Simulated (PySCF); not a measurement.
Compound: C₆H₈S₂Si.
Atom-mapped SMILES: `[CH2:1]=[CH:2][C:3]#[C:4][C@@H:5]1[CH2:6][S:7][SiH2:8][S:9]1` (hydrogens: H10, H11 on C1; H12 on C2; H13 on C5; H14, H15 on C6; H16, H17 on Si8)

Geometry (GFN2-xTB, Å), atoms numbered from 1 in this order:
```xyz
17
C6H8S2Si angstrom
C      3.837   -0.928   -0.712
C      3.227    0.041   -0.040
C      1.845    0.298   -0.139
C      0.673    0.559   -0.229
C     -0.742    0.815   -0.305
C     -1.256    1.376    1.010
S     -3.047    1.715    0.937
Si    -3.564   -0.109   -0.066
S     -1.633   -0.770   -0.707
H      4.895   -1.101   -0.614
H      3.295   -1.578   -1.378
H      3.772    0.693    0.632
H     -0.959    1.501   -1.130
H     -0.771    2.328    1.229
H     -1.064    0.680    1.827
H     -4.098   -1.087    0.864
H     -4.416    0.230   -1.190
```

The calculation used PBE0/pcSseg-1 in PySCF (dipole) on a GFN2-xTB geometry, gas phase.

Masses are those of the commonest isotopes; rigid-rotor values at the optimised geometry. The values belong to one conformer with, in the numbering `[CH2:1]=[CH:2][C:3]#[C:4][C@@H:5]1[CH2:6][S:7][SiH2:8][S:9]1`, C4–C5–C6–S7 180°, C5–C6–S7–Si8 43°, C6–S7–Si8–S9 -14°, S7–Si8–S9–C5 -11°.

**Question.** Give the principal moments of inertia and the rotational constants in GHz.

**Answer.** Ia = 198.44, Ib = 1101.71, Ic = 1271.75 u·Å²; 505379 MHz·u·Å²/I gives 2547, 458.7 and 397.4 MHz, that is A = 2.5468, B = 0.4587, C = 0.3974 GHz.

**Question.** Classify the top.

**Answer.** A near-prolate asymmetric top. Ray's parameter κ = (2B − A − C)/(A − C) = -0.943; −1 is the prolate and +1 the oblate limit.

**Question.** What does the inertial defect say?

**Answer.** Not planar: Δ = Ic − Ia − Ib = -28.39 u·Å². For a rigid frame Δ = −2 Σ m c², so Σ m c² = 14.20 u·Å² lies off the ab plane: 7.75 from hydrogen and 6.45 from heavier atoms. The atom farthest from that plane is 1.59 Å away.

**Question.** List the rotational levels J(Ka,Kc) to J = 3 (MHz).

**Answer.** Above 0(0,0):
J = 1: 1(0,1) 856, 1(1,1) 2944, 1(1,0) 3005
J = 2: 2(0,2) 2567, 2(1,2) 4595, 2(1,1) 4779, 2(2,1) 11043, 2(2,0) 11045
J = 3: 3(0,3) 5130, 3(1,3) 7071, 3(1,2) 7439, 3(2,2) 13612, 3(2,1) 13618, 3(3,1) 24206, 3(3,0) 24206
The levels of one J sum to (2J + 1)J(J + 1)(A + B + C)/3.

**Question.** Predict some low-J microwave lines.

**Answer.** The dipole components are |μa| = 1.01 D, |μb| = 0.32 D, |μc| = 0.13 D. The squared components, which scale the intensities, stand as 1.00 : 0.10 : 0.02 (a : b : c). Some lines, for components of 0.1 D or more:

```
type  branch         J(Ka,Kc)   MHz  lower level (cm⁻¹)
   a       R  1(0,1) ← 0(0,0)   856               0.000
   a       R  2(1,2) ← 1(1,1)  1651               0.098
   a       R  2(1,1) ← 1(1,0)  1774               0.100
   c       Q  2(1,2) ← 2(0,2)  2028               0.086
   c       Q  1(1,1) ← 1(0,1)  2088               0.029
   b       Q  1(1,0) ← 1(0,1)  2149               0.029
   b       Q  2(1,1) ← 2(0,2)  2212               0.086
   b       R  1(1,1) ← 0(0,0)  2944               0.000
   c       R  1(1,0) ← 0(0,0)  3005               0.000
   b       R  2(1,2) ← 1(0,1)  3739               0.029
   b       Q  2(2,0) ← 2(1,1)  6265               0.159
   b       Q  2(2,1) ← 2(1,2)  6448               0.153
   b       R  2(2,1) ← 1(1,0)  8038               0.100
   c       R  2(2,0) ← 1(1,0)  8039               0.100
   c       R  2(2,1) ← 1(1,1)  8099               0.098
   b       R  2(2,0) ← 1(1,1)  8100               0.098
```

**Question.** Estimate the classical rotational partition function at 10 K, 25 K and 500 K.

**Answer.** Point group C1, symmetry number σ = 1; q = (√π/σ)·√((kT/h)³/(ABC)), k/h = 20836.6 MHz/K: 7820 at 10 K, 30900 at 25 K, 2770000 at 500 K.

GFN2-xTB frequencies: not computed here. No vibrational averaging or centrifugal distortion is included, and the geometry carries the error of its method.
